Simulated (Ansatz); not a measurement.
`OCB1C=C1`, relaxed with RKS PBE0-D4/def2-TZVP in the Gaussian-basis code of Ansatz from a PBE-D4/def2-SVP geometry. The force threshold is 0.005 eV/Å; the program also tests the step.

The species carries charge 0 and has multiplicity 1.

Start:

```xyz
10

O    -0.006   -0.226   -2.217
C     0.804   -0.158   -1.045
B     0.048   -0.053    0.317
C    -1.184    0.157    1.135
C    -0.012   -0.008    1.807
H    -0.740    0.398   -2.081
H     1.441   -1.071   -1.030
H     1.547    0.685   -1.089
H    -2.249    0.321    1.358
H     0.350   -0.045    2.846
```

By how much does the energy fall, and how many steps does the optimiser take? (Best estimate.)

Computed: 0.06 eV, in 10 steps, 1 of them rejected.

Which bonds change most? (An estimate is asked.)

Computed: C2–H8 from 1.124 to 1.102 Å; B3–C5 from 1.491 to 1.470 Å; C5–H10 from 1.101 to 1.081 Å; C4–H9 from 1.101 to 1.082 Å.

Give the relaxed structure. (Best estimate.)

The calculation gave: 
```xyz
10

O     0.018   -0.126   -2.200
C     0.828   -0.142   -1.032
B     0.069   -0.035    0.317
C    -1.162    0.171    1.101
C    -0.019   -0.010    1.784
H    -0.825    0.268   -1.968
H     1.413   -1.070   -1.046
H     1.575    0.667   -1.076
H    -2.210    0.339    1.309
H     0.314   -0.062    2.811
```
